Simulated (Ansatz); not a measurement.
Reactions of `FC(Cl)Cl`.

Calculated with Ansatz (gas phase, PBE0-D4/def2-TZVP geometries, no zero-point term in ΔE). CBS: MP2 limit from def2 TZ/QZ plus the TZ coupled-cluster correction, frozen cores. This one scheme is used for every species, atoms too. DFT in def2-TZVPP. No spin–orbit coupling; open shells (•) take unrestricted orbitals. Spin–orbit coupling would lower the free atoms: a little for C, Cl, F. Bonds to Br are less sure, by a few kJ/mol each and by 10 to 20 or more in all where they break to atoms, as the def2 sets lack core-valence functions. Scalar relativity is left out up to krypton. Each species was taken in one conformer, which may not be the lowest.

```
                                     reaction  B2PLYP (kJ/mol)
            `FC(Cl)Cl` → C• + 2 Cl• + F• + H•             1556
                   `FC(Cl)Cl` → Cl₂ + `[CH]F`              448
     `FC(Cl)Cl` + `C=CC` → `C=CCC(F)Cl` + HCl              -41
  `FC(Cl)Cl` + `[CH3]`• → `F[C](Cl)Cl`• + CH₄              -40
`FC(Cl)Cl` + `[SiH3]`• → `F[C](Cl)Cl`• + SiH₄               26
                 `FC(Cl)Cl` → `Cl[C]Cl` + H–F              259
              `FC(Cl)Cl` → `F[C](Cl)Cl`• + H•              424
         `FC(Cl)Cl` + HBr → `ClC(Cl)Br` + H–F                6
       `FC(Cl)Cl` + `C=C` → `C=CC(F)Cl` + HCl              -48
```

Q: Give the CCSD(T)/CBS values in the same order. (An estimate is asked.)

A: The calculation gave: 1585, 447, -49, -32, 33, 254, 440, -8, -51 kJ/mol.

Largest T1 diagnostic: 0.020, for `Cl[C]Cl`.
